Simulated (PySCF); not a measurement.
singlet silylene (H$_{2}$Si), singlet, geometry from GFN2-xTB, with bond 3-1 at 2.4 times its length. Base run: CASSCF(2,4)/6-31G* run with PySCF.

Here is a job for PySCF.
```python
from pyscf import gto, scf, mcscf
import numpy

mol = gto.Mole()
mol.atom = '''
    Si   -0.00666824   -0.00277970    0.12275926
    H     0.04778718    1.13172388   -0.83406892
    H     0.11869902   -2.61884774   -2.29480864
'''
mol.basis = '6-31g*'
mol.verbose = 4
mol.build()

mf = scf.RHF(mol)
mf.kernel()
mc = mcscf.CASSCF(mf, 4, 2)
mc.fix_spin_(ss=0.0)
mc.kernel()
occ = numpy.linalg.eigvalsh(mc.fcisolver.make_rdm1(mc.ci, mc.ncas, mc.nelecas))[::-1]
ss = mc.fcisolver.spin_square(mc.ci, mc.ncas, mc.nelecas)[0]
print('natural occupations', occ.round(4), ' <S^2>', round(ss, 4))
```

Each row names what was changed in the base input (with any setting that the change needs).

```csv
change,ΔE vs base (mEh),natural occupations,<S^2> of the state
base,0.000,1.33 0.67 0.00 0.00,0.00
fix_spin_ = off,0.005,1.33 0.67 0.00 0.00,0.00
conv_tol = 1e-5,0.037,1.32 0.67 0.00 0.00,0.00
start = MP2 natural orbitals,0.005,1.33 0.67 0.00 0.00,0.00
"active space = 8 electrons, 9 orbitals",-48.875,2.00 1.98 1.92 1.32 0.68 0.05 0.03 0.01 0.01,0.00
solver = newton,0.000,1.33 0.67 0.00 0.00,0.00
correction = SC-NEVPT2,-62.148,1.33 0.67 0.00 0.00,0.00
state_average = 2 states,0.094,-,-
"active space = 2 electrons, 3 orbitals",0.049,1.32 0.68 0.00,0.00
"active space = 6 electrons, 5 orbitals",-16.935,2.00 1.94 1.33 0.67 0.06,0.00
orbitals = fixed (CASCI); correction = SC-NEVPT2,-55.687,1.40 0.60 0.00 0.00,0.00
```

Active orbitals are taken around the Fermi level unless the row says otherwise; CASSCF can end in different local minima, and two programs can end on different orbitals. State-averaged rows give the lowest state.
